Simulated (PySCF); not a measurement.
PySCF input file for C4H5F, SMILES F[C@H]1C=CC1, PBE0-D3(BJ)/def2-SVP. Geometry optimised at PBE0-D3(BJ)/def2-SVP. The structure was generated by enumeration; whether it is a known compound was not checked.

```python
import numpy as np
from pyscf import gto, scf, dft, df
from pyscf.hessian import thermo

mol = gto.M(
    atom='''
    F    -1.51419765    0.66576095    0.43019417
    C    -0.51824688    0.18470359   -0.37532359
    C     0.85369557    0.77811301   -0.20018292
    C     1.40979894   -0.41383908    0.06496906
    C     0.10312803   -1.17148363    0.05436693
    H    -0.89099776    0.19229326   -1.41528769
    H     1.24006992    1.79323808   -0.31725390
    H     2.44341447   -0.74394374    0.20183449
    H     0.00260987   -2.01384089   -0.65037718
    H    -0.25757152   -1.48455875    1.04635974
    ''',
    basis='def2-SVP',
    charge=0,
    spin=0,
    max_memory=1600,
    verbose=3,
)
mf = dft.RKS(mol, xc='pbe0').density_fit(auxbasis='def2-universal-jkfit')
mf.disp = 'd3bj'
mf.grids.level = 3
mf.conv_tol = 1e-11
mf.max_cycle = 100
mf.kernel()

# [left out here: the lines that compute and print the analytic Hessian (its translational invariance restored by hand, since the grid's response is missing), thermochemistry and intensities]
```

Program output:

```
converged SCF energy = -254.744924908505

WARN: DFTD3 does not support analytical Hessian, using finite difference


WARN: Mole.unit (angstrom) is changed to Bohr

Mode                                 0                   1                   2
Irrep
Freq [cm^-1]                      218.4493            397.0612            502.2014
Reduced mass [au]                   2.9578              3.6601              2.0046
Force const [Dyne/A]                0.0832              0.3400              0.2979
Char temp [K]                     314.3000            571.2826            722.5560
Normal mode                   x     y     z       x     y     z       x     y     z
       0   F                -0.09  0.01 -0.06   -0.02 -0.13  0.02   -0.11  0.02  0.00
       1   C                 0.02  0.01  0.08    0.03  0.08 -0.03   -0.01  0.03  0.09
       2   C                 0.03  0.01  0.09    0.09  0.02 -0.05    0.07 -0.02 -0.07
       3   C                 0.04 -0.04 -0.13   -0.01 -0.02  0.01    0.04 -0.01  0.06
       4   C                 0.02  0.01  0.06   -0.08  0.10  0.03    0.04 -0.00 -0.02
       5   H                 0.14 -0.01  0.04    0.04  0.13 -0.03   -0.00  0.00  0.09
       6   H                 0.03  0.01  0.14    0.21 -0.03 -0.13    0.18 -0.10 -0.38
       7   H                 0.06 -0.09 -0.37   -0.04 -0.11  0.03    0.04 -0.05 -0.05
       8   H                -0.13 -0.05  0.14   -0.15  0.03  0.12    0.13  0.20 -0.27
       9   H                 0.16  0.11  0.14   -0.14  0.25  0.06    0.02 -0.34 -0.13
Mode                                 3                   4                   5
Irrep
Freq [cm^-1]                      693.3472            849.3668            890.5791
Reduced mass [au]                   1.9228              1.6398              2.2420
Force const [Dyne/A]                0.5446              0.6970              1.0477
Char temp [K]                     997.5722           1222.0497           1281.3450
Normal mode                   x     y     z       x     y     z       x     y     z
       0   F                 0.08 -0.03 -0.04    0.02 -0.02 -0.03   -0.02  0.01  0.01
       1   C                 0.06 -0.02  0.04    0.04 -0.03  0.10   -0.00  0.05 -0.03
       2   C                -0.04  0.07  0.05    0.05  0.06 -0.07    0.05  0.08 -0.01
       3   C                -0.08  0.03  0.01   -0.05  0.02 -0.06   -0.14  0.00 -0.02
       4   C                -0.06 -0.02  0.04   -0.05 -0.00  0.02    0.06 -0.11  0.01
       5   H                 0.16 -0.05  0.00    0.01 -0.24  0.10   -0.02  0.10 -0.03
       6   H                -0.00 -0.00 -0.39   -0.00  0.13  0.35    0.32 -0.02  0.04
       7   H                -0.05 -0.04 -0.44   -0.11  0.01  0.41   -0.18 -0.10  0.03
       8   H                 0.02  0.13 -0.14   -0.23  0.18 -0.17    0.32 -0.26  0.16
       9   H                -0.12 -0.22 -0.05    0.14 -0.23  0.02    0.18 -0.05  0.08
Mode                                 6                   7                   8
Irrep
Freq [cm^-1]                      952.0207            971.0174           1011.6430
Reduced mass [au]                   1.4262              1.7058              1.2825
Force const [Dyne/A]                0.7616              0.9476              0.7733
Char temp [K]                    1369.7459           1397.0779           1455.5290
Normal mode                   x     y     z       x     y     z       x     y     z
       0   F                -0.01  0.00  0.00    0.03 -0.01 -0.01    0.00  0.01  0.01
       1   C                 0.05  0.02  0.04   -0.07 -0.02 -0.03   -0.06 -0.05 -0.05
       2   C                -0.01  0.01  0.02   -0.03 -0.01  0.11    0.05  0.02  0.04
       3   C                 0.03  0.03 -0.03   -0.01 -0.03 -0.08    0.03  0.05 -0.01
       4   C                -0.05 -0.12 -0.04    0.03  0.09  0.01   -0.04 -0.03  0.02
       5   H                 0.15  0.27  0.01   -0.09 -0.10 -0.02   -0.19 -0.27 -0.01
       6   H                -0.02 -0.04 -0.39    0.20 -0.15 -0.40    0.56 -0.16  0.15
       7   H                 0.10  0.39  0.34   -0.10 -0.11  0.41    0.17  0.42 -0.17
       8   H                -0.31 -0.19  0.09    0.01  0.15 -0.05   -0.13  0.04 -0.05
       9   H                 0.02  0.08  0.05    0.29 -0.08  0.05   -0.16 -0.06 -0.03
Mode                                 9                  10                  11
Irrep
Freq [cm^-1]                     1026.1232           1079.0444           1141.2745
Reduced mass [au]                   2.0825              1.7005              1.7563
Force const [Dyne/A]                1.2919              1.1666              1.3478
Char temp [K]                    1476.3628           1552.5046           1642.0399
Normal mode                   x     y     z       x     y     z       x     y     z
       0   F                 0.02 -0.03 -0.02   -0.04  0.02  0.04   -0.02  0.00  0.03
       1   C                -0.02  0.12 -0.04    0.05 -0.06 -0.06   -0.02  0.00 -0.13
       2   C                -0.05 -0.07 -0.02    0.04  0.06  0.04    0.06  0.05  0.02
       3   C                 0.01 -0.02 -0.05    0.04 -0.01 -0.09    0.07  0.02  0.04
       4   C                -0.00 -0.02  0.13   -0.02 -0.02  0.06   -0.06 -0.05  0.04
       5   H                 0.04  0.30 -0.06   -0.00 -0.08 -0.04   -0.07  0.03 -0.12
       6   H                -0.03 -0.06  0.19   -0.18  0.13 -0.09   -0.24  0.17 -0.04
       7   H                 0.09  0.29  0.06   -0.04 -0.14  0.22    0.02 -0.22 -0.12
       8   H                 0.19  0.16 -0.12    0.28  0.03 -0.05   -0.28  0.04 -0.05
       9   H                -0.04 -0.35  0.01   -0.56 -0.04 -0.14    0.40 -0.32  0.13
Mode                                12                  13                  14
Irrep
Freq [cm^-1]                     1195.2590           1231.4735           1235.4782
Reduced mass [au]                   2.6236              1.5931              1.5392
Force const [Dyne/A]                2.2084              1.4235              1.3843
Char temp [K]                    1719.7115           1771.8162           1777.5781
Normal mode                   x     y     z       x     y     z       x     y     z
       0   F                 0.05 -0.02 -0.06    0.02 -0.02 -0.03   -0.01  0.01  0.02
       1   C                -0.14 -0.03  0.09   -0.02  0.15  0.02    0.04 -0.03  0.00
       2   C                 0.04  0.03 -0.00    0.02  0.01  0.03    0.05 -0.03  0.01
       3   C                 0.08  0.04 -0.00    0.02 -0.04  0.01   -0.01 -0.02 -0.01
       4   C                -0.07 -0.01 -0.01    0.01 -0.05 -0.02   -0.13  0.07 -0.04
       5   H                -0.16  0.37  0.09   -0.44 -0.50  0.17    0.13 -0.17 -0.03
       6   H                 0.03  0.05  0.02   -0.24  0.10 -0.14   -0.13  0.03 -0.02
       7   H                 0.00 -0.22  0.03    0.05  0.06  0.01    0.10  0.32 -0.03
       8   H                 0.23 -0.17  0.13    0.03 -0.12  0.06    0.54 -0.14  0.12
       9   H                -0.06 -0.05 -0.01   -0.09  0.03 -0.02    0.33 -0.08  0.07
Mode                                15                  16                  17
Irrep
Freq [cm^-1]                     1335.6832           1383.2429           1450.0877
Reduced mass [au]                   1.8112              1.5160              1.1636
Force const [Dyne/A]                1.9038              1.7091              1.4416
Char temp [K]                    1921.7507           1990.1785           2086.3533
Normal mode                   x     y     z       x     y     z       x     y     z
       0   F                -0.00 -0.00  0.02    0.02 -0.00  0.01    0.01 -0.00 -0.00
       1   C                 0.03  0.08  0.00   -0.14  0.03  0.02   -0.05  0.01  0.00
       2   C                -0.11 -0.02 -0.02    0.06  0.02 -0.00    0.02 -0.01  0.00
       3   C                 0.10  0.07 -0.01   -0.02 -0.03  0.00    0.01  0.01  0.00
       4   C                -0.06 -0.04 -0.01    0.04  0.00 -0.01   -0.03 -0.09  0.02
       5   H                 0.28 -0.33 -0.09    0.63 -0.24 -0.27    0.11 -0.05 -0.06
       6   H                 0.29 -0.16  0.08   -0.14  0.10 -0.04   -0.04  0.02 -0.02
       7   H                -0.06 -0.39  0.09    0.03  0.11  0.02    0.00 -0.02  0.01
       8   H                 0.10 -0.13  0.06   -0.11 -0.07  0.10    0.23  0.33 -0.49
       9   H                 0.02 -0.07  0.01   -0.13 -0.08 -0.09    0.12  0.58  0.27
Mode                                18                  19                  20
Irrep
Freq [cm^-1]                     1669.1968           3069.9297           3075.4882
Reduced mass [au]                   5.7710              1.0706              1.0778
Force const [Dyne/A]                9.4736              5.9447              6.0063
Char temp [K]                    2401.6025           4416.9453           4424.9427
Normal mode                   x     y     z       x     y     z       x     y     z
       0   F                -0.00 -0.00 -0.00    0.00 -0.00 -0.00    0.00 -0.00 -0.00
       1   C                 0.00  0.01 -0.00   -0.02 -0.00 -0.05   -0.02  0.00 -0.06
       2   C                 0.10 -0.16  0.04   -0.00 -0.00  0.00   -0.00 -0.00  0.00
       3   C                -0.06  0.18 -0.04    0.00 -0.00  0.00   -0.00  0.00 -0.00
       4   C                 0.01 -0.01  0.00    0.02  0.05  0.00   -0.01 -0.04  0.01
       5   H                -0.04 -0.05  0.01    0.21 -0.00  0.57    0.25 -0.01  0.69
       6   H                -0.17 -0.11 -0.01    0.00  0.01 -0.00    0.01  0.02 -0.00
       7   H                -0.19 -0.08 -0.02   -0.02  0.01 -0.00    0.03 -0.01  0.00
       8   H                -0.06 -0.02  0.02   -0.06 -0.47 -0.41    0.04  0.36  0.31
       9   H                -0.05 -0.03 -0.03   -0.13 -0.10  0.37    0.13  0.10 -0.36
Mode                                21                  22                  23
Irrep
Freq [cm^-1]                     3141.3145           3211.4386           3245.2824
Reduced mass [au]                   1.1082              1.0870              1.1163
Force const [Dyne/A]                6.4430              6.6052              6.9267
Char temp [K]                    4519.6522           4620.5451           4669.2389
Normal mode                   x     y     z       x     y     z       x     y     z
       0   F                 0.00 -0.00 -0.00    0.00  0.00 -0.00   -0.00  0.00  0.00
       1   C                 0.00 -0.00  0.00   -0.00 -0.00 -0.00    0.00  0.00  0.00
       2   C                -0.00 -0.00  0.00    0.02  0.04 -0.00   -0.02 -0.07  0.01
       3   C                 0.00 -0.00 -0.00   -0.07  0.02 -0.01   -0.05  0.02 -0.01
       4   C                -0.02  0.02  0.09    0.00  0.00  0.00    0.00  0.00 -0.00
       5   H                -0.02  0.00 -0.05    0.00  0.00  0.00   -0.01 -0.00 -0.02
       6   H                 0.00  0.01 -0.00   -0.19 -0.49  0.06    0.28  0.74 -0.08
       7   H                -0.00  0.00  0.00    0.75 -0.24  0.10    0.48 -0.16  0.06
       8   H                -0.05 -0.42 -0.34   -0.00 -0.02 -0.02   -0.00 -0.01 -0.01
       9   H                 0.25  0.22 -0.70   -0.00 -0.00  0.01   -0.01 -0.01  0.01
temperature 298.1500 [K]
pressure 101325.00 [Pa]
Rotational constants [GHz] 11.16146 4.82778 3.77838
Symmetry number 1
Zero-point energy (ZPE) 0.07968 [Eh]   209202.955 [J/mol]
                           tot       elec      trans        rot        vib
Entropy [J/mol/K]       286.734      0.000    162.097    104.062     20.575
Cv [J/mol/K]             64.751      0.000     12.472     12.472     39.808
Cp [J/mol/K]             73.066      0.000     20.786     12.472     39.808
Internal energy [J/mol]                      3718.434   3718.434 213347.202
Internal energy [Eh]   -254.66083  -254.74492
Enthalpy [J/mol]                             6197.391   3718.434 213347.202
Enthalpy [Eh]          -254.65989
Gibbs free energy [J/mol]                  -42131.932 -27307.571 207212.708
Gibbs free energy [Eh] -254.69245
static polarisability / bohr^3: [[42.053 -1.489  1.784]
 [-1.483 46.425 -2.966]
 [ 1.782 -2.968 30.477]]
largest difference of analytic and finite-field dipole derivatives / e: 0.0005637121027767533
mode   freq/cm-1   IR/(km/mol)   Raman/(A^4/amu)   depolarisation
   1      218.45         0.879             3.091            0.749
   2      397.06         1.762             2.661            0.740
   3      502.20         9.764             2.532            0.611
   4      693.35        20.036             3.169            0.576
   5      849.37        46.130             6.332            0.701
   6      890.58         1.302             4.451            0.558
   7      952.02         5.338             1.270            0.607
   8      971.02         3.565             2.134            0.412
   9     1011.64         2.694            16.400            0.731
  10     1026.12        19.106             0.640            0.711
  11     1079.04        12.197             8.933            0.533
  12     1141.27        14.695             9.190            0.192
  13     1195.26        58.376             4.196            0.512
  14     1231.47        17.565             6.247            0.332
  15     1235.48        14.406             3.748            0.273
  16     1335.68         9.849             0.846            0.514
  17     1383.24        78.275            11.868            0.685
  18     1450.09        10.552            14.601            0.638
  19     1669.20         1.588            21.539            0.089
  20     3069.93        22.750            87.473            0.628
  21     3075.49        37.009           195.817            0.081
  22     3141.31         9.900            89.330            0.739
  23     3211.44         5.970            97.175            0.673
  24     3245.28         5.544           151.869            0.111
max |gradient| / (hartree/bohr): 0.0001218748182819712
APT charges: [-0.5304  0.644  -0.1535  0.0052 -0.0356 -0.0526  0.0666  0.0545 -0.0105
  0.0122]
```

Self-consistency was reached.

Cost: around 2.5 core-minutes (rough).
